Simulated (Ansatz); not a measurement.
An input meant for the cluster MnCl2 (charge 0, doublet; atoms displaced at random, 0.08 Å in each coordinate).

```yaml
crystal:
  periodic: [false, false, false]
  atoms:
    - {symbol: Mn, position_ang: [-0.070985, -0.112936, 0.071674]}
    - {symbol: Cl, position_ang: [-1.771904, 1.267609, -0.412499]}
    - {symbol: Cl, position_ang: [1.686954, -1.116113, 0.335207]}
basis:
  gaussian: {orbitals: cc-pVTZ-DK}
magnetization: {spin_polarized: true, initial_magnetization: 1}
hamiltonian: {xc: {name: HF}}
correlation: {active_space: {window: {electrons: 2, orbitals: 1}}}
scf: {omitted_lower_state_checks: [starts]}
```

```sh
$ ansatz run in.yaml --threads 4 --pin off --events-out ev --progress --plain --max-ram 3916MiB
```

Problem. Predict how Ansatz answers.

Solution. The input was rejected before any iteration.
```
Error: invalid value for `correlation.active_space`: it starts from restricted Hartree–Fock orbitals; set hamiltonian.xc: hf without magnetization.spin_polarized
```
